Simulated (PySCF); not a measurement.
(Cl3Sn)2S.
Bonds: Sn1–Cl2, Sn1–Cl3, Sn1–Cl4, Sn1–S5, S5–Sn6, Sn6–Cl7, Sn6–Cl8, Sn6–Cl9.

The calculation used TDDFT CAM-B3LYP/def2-SVPD, vertical, gas phase, core orbitals frozen in the response, def2 core potentials past Kr (PySCF 2.14.0, density-fitted response routines). Isolated species at its PBE0-D3(BJ)/def2-SVP geometry, gas phase. Spin–orbit coupling is left out.

Each state is given a Gaussian of 0.5 eV full width at half maximum, with ε(max) = 2.175×10⁸ f / Δν̃ (Δν̃ the width in cm⁻¹). The width is an assumption, not a result. The curve ends short of the highest state used, and states not computed would add to its high-energy end.

(λ (nm), ε (L mol⁻¹ cm⁻¹)): (258.8, 1002), (263.2, 422), (267.5, 230), (271.9, 224), (276.3, 315), (280.6, 446), (285.0, 584), (289.4, 690), (293.7, 741), (298.1, 729), (302.4, 662), (306.8, 558), (311.2, 439), (315.5, 327), (319.9, 228), (324.3, 151), (328.6, 97), (333.0, 59), (337.3, 34), (341.7, 19), (346.1, 11), (350.4, 6), (354.8, 3), (359.2, 1)

Problem. Locate the maxima and give the states behind the curve.

Solution. 295 nm (4.20 eV), ε about 740, made up of S1 (100%) (ε in L mol⁻¹ cm⁻¹; maxima over ε = 5, shares over 10%). At its high-energy end, 4.79 eV, the curve is still rising (ε about 990, from S5, S6, S7 and S8). The states used: S1 4.20 eV (f 0.014); S2 4.36 eV (f 0.0000); S3 5.05 eV (f 0.0005); S4 5.12 eV (f 0.0004); S5 5.18 eV (f 0.011); S6 5.28 eV (f 0.067); S7 5.31 eV (f 0.134); S8 5.32 eV (f 0.059); S9 5.35 eV (f 0.047); S10 5.39 eV (f 0.029).

Problem. On this curve, what absorbance would a 10⁻⁴ mol/L sample give at 308 nm over a 1 cm path?

Solution. 308 nm is 4.025 eV, where ε is about 530 L mol⁻¹ cm⁻¹, so A = ε c l ≈ 0.053 (Beer–Lambert, with the gas-phase spectrum and the assumed width).

Problem. What would ε be at 4.20 eV, the highest of these maxima, with half the width (0.25 eV)?

Solution. About 1490 L mol⁻¹ cm⁻¹ against 744, a factor of about 2.00; a lone state at its own centre would give exactly 2.

Problem. Coming from long wavelengths, where does ε first pass 100 L mol⁻¹ cm⁻¹?

Solution. At about 328 nm (3.78 eV), 0.42 eV below S1.

The vertical ionisation energy (ΔSCF) is 10.67 eV, 5.28 eV above S10.

Hardware: an Arm Neoverse V2 with one thread, no GPU (shared host). Cost: 13 min of wall time (with the writing of density and orbital grids), 1.7 GiB resident at most.
